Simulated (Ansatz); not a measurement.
Cost and result for the atomization energy of `[NH2][Al]1[SiH2][S]1` (8 atoms, 8 bonds).

Total charge 0; spin multiplicity 1. All single points use the PBE0-D4/def2-TZVP geometry. It is one conformer, not always the lowest. Program: Ansatz. All runs use 2 threads of an Arm Neoverse V2 on a shared host. Times are those of one run each, without the atoms' runs, and a repeat can differ threefold. Electronic energies, without spin–orbit coupling; frozen cores. CCSD(T)/CBS adds CCSD(T) − MP2 in def2-TZVPP to the MP2 limit, and its time is that of the two runs behind it. T1 = 0.013. B3LYP takes the VWN-RPA correlation (the form of Gaussian; ORCA's B3LYP/G). HSE06 is the plane-wave form, built on full-range PBE exchange.

CCSD(T)/CBS is a level of theory with its own doubt, some kJ/mol a heavy atom from the limit and from the frozen cores, so smaller differences don't rank the functionals.

| level | functions | wall time | atomization (kJ/mol) | difference from CCSD(T)/CBS | per bond |
| --- | --- | --- | --- | --- | --- |
| CCSD(T)/def2-SVP | 88 | 2 s | 2282.4 | -233.6 | -29.2 |
| BHLYP-D4/def2-TZVPP | 213 | 3.6 s | 2432.8 | -83.2 | -10.4 |
| HSE06-D4/def2-TZVPP | 213 | 3.7 s | 2501.4 | -14.6 | -1.8 |
| CAM-B3LYP-D4/def2-TZVPP | 213 | 4 s | 2500.0 | -16.0 | -2.0 |
| B3LYP-D4/def2-TZVPP (with forces) | 213 | 5.5 s | 2496.2 | -19.8 | -2.5 |
| B2PLYP/def2-TZVPP | 213 | 6 s | 2466.2 | -49.8 | -6.2 |
| r2SCAN-D4/def2-TZVPP (with forces) | 213 | 6.5 s | 2523.1 | 7.1 | 0.9 |
| r2SCANh-D4/def2-TZVPP | 213 | 6.5 s | 2505.3 | -10.7 | -1.3 |
| PBE-QIDH/def2-TZVPP | 213 | 6.5 s | 2482.5 | -33.5 | -4.2 |
| B97M-V/def2-TZVPP | 213 | 11 s | 2549.0 | 33.0 | 4.1 |
| MP2/def2-QZVPP | 387 | 18 s | 2513.1 | -2.9 | -0.4 |
| CCSD(T)/def2-TZVPP | 213 | 58 s | 2422.1 | -93.9 | -11.7 |
| CCSD(T)/CBS(def2) | – | 76 s | 2516.0 | 0.0 | 0.0 |

The D4 term adds +30.4 kJ/mol with B3LYP and +15.9 kJ/mol with PBE0; it sums over pairs of atoms, weighted by their polarisabilities, and B3LYP, whose exchange is more repulsive, gets the larger term. From r2SCAN to r2SCAN0 (25 % exact exchange), in def2-TZVPP and without D4, the atomization energy moves by −44.4 kJ/mol: exact exchange takes away binding that semilocal exchange gives to molecules. In def2-TZVPP, CCSD(T) changes the Hartree–Fock value by +683.7 kJ/mol (the triples alone add +46.8 kJ/mol) and MP2 by +719.2 kJ/mol; breaking electron pairs costs correlation energy, which Hartree–Fock lacks.
